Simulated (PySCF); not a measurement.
B2ORh, SMILES [O][B][Rh-][B] (connectivity only; charge and spin as stated), charge -1, multiplicity 1. Heavy atoms are numbered as in [Rh-:1]([B:2])[B:3][O:4].

Geometry: B3LYP-D3(BJ)/def2-SVPD. The multiplicity is an assumed one; other spin states were not compared. The def2 effective core potentials stand for the cores of Rh; spin–orbit coupling is left out. One conformer was computed; it need not be the lowest.

Method: PBE0/def2-TZVPD (PySCF).

Mulliken values depend strongly on the basis, most of all with diffuse functions as here. ESP charges are fitted to the potential on shells at 1.4 to 2.0 van der Waals radii. Atomic charges (e), one atom of each kind:

```json
[
 {"atom": "Rh1", "ESP fit": "___", "Mulliken": "-0.11"},
 {"atom": "B2", "ESP fit": "___", "Mulliken": "-0.37"},
 {"atom": "B3", "ESP fit": "___", "Mulliken": "-0.07"},
 {"atom": "O4", "ESP fit": "___", "Mulliken": "-0.44"}
]
```

Question: What belongs in the gaps? (An estimate is asked for; the answer gives what the named calculation found.)

Answer: 
- Rh1, ESP fit: 0.03
- B2, ESP fit: -0.44
- B3, ESP fit: -0.12
- O4, ESP fit: -0.47
